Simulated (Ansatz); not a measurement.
The molecule MnCl, multiplicity 7 (the spin of the measured ground state). No spin–orbit coupling. Mn is treated without relativity.

```tsv
level	bond energy D_e (kcal/mol)
SVWN5/def2-TZVPP	102.49
PBE/def2-TZVPP	92.49
r2SCAN/def2-TZVPP	97.05
B97M-V/def2-TZVPP	90.54
B3LYP/def2-TZVPP	79.10
PBE0/def2-TZVPP	88.67
BHLYP/def2-TZVPP	75.42
CAM-B3LYP/def2-TZVPP	80.44
wB97X-V/def2-TZVPP	84.77
wB97M-V/def2-TZVPP	79.72
CCSD/def2-TZVPP	77.63
CCSD/def2-QZVPP	81.65
CCSD(T)/def2-TZVPP	78.44
CCSD(T)/def2-QZVPP	82.77
```

The rows run from 75.42 (BHLYP/def2-TZVPP) to 102.49 kcal/mol (SVWN5/def2-TZVPP). From def2-TZVPP to def2-QZVPP CCSD(T) changes by 4.34. The 10 functionals in def2-TZVPP without D3 or D4 span 27.07, from BHLYP to SVWN5.

D_e counts from the fitted minimum to each atom's lowest state at the same level, without counterpoise.

Correlated levels freeze the inner cores; with def2 sets outer-core shells near the valence are correlated too.

The values were computed with Ansatz (a first-principles code) with Gaussian orbitals. Values without a source in brackets are computed.
